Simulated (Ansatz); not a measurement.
Start from `[F][W]([F])([F])(=[S])[Cl]` and change one atom or group to get `[F][W]([F])(=[S])([Cl])[Cl]`.

Ansatz, PBE0-D4/def2-TZVP geometries, multiplicity 1. 

Elements past krypton have def2 core potentials.

| property | `[F][W]([F])([F])(=[S])[Cl]` |
| --- | --- |
| HOMO–LUMO gap (PBE/def2-TZVPP) / eV | 3.27 |
| HOMO energy (PBE/def2-TZVPP) / eV | -7.91 |
| LUMO energy (PBE/def2-TZVPP) / eV | -4.64 |
| size of the dipole moment (B3LYP/def2-TZVPP) / D | 1.02 |
| LUMO energy (PBE0/def2-TZVPP) / eV | -3.92 |
| size of the dipole moment (PBE/def2-TZVPP) / D | 0.73 |

Task: What does the change do to each property? (Estimate.)

Result: Computed: 
```tsv
property	`[F][W]([F])(=[S])([Cl])[Cl]`	shift
HOMO–LUMO gap (PBE/def2-TZVPP) / eV	2.90	-0.37
HOMO energy (PBE/def2-TZVPP) / eV	-7.77	0.14
LUMO energy (PBE/def2-TZVPP) / eV	-4.86	-0.22
size of the dipole moment (B3LYP/def2-TZVPP) / D	1.15	0.13
LUMO energy (PBE0/def2-TZVPP) / eV	-4.20	-0.28
size of the dipole moment (PBE/def2-TZVPP) / D	0.87	0.14
```

With PBE0 the HOMO rises by 0.16 eV and the LUMO falls by 0.28 eV, so the gap narrows by about 0.44 eV. PBE moves the HOMO by 0.14 eV and ωB97M-V by 0.15 eV. Dipoles are sizes alone; their direction can turn.

B3LYP here is the variant with VWN-RPA as its local correlation; programs differ in this.
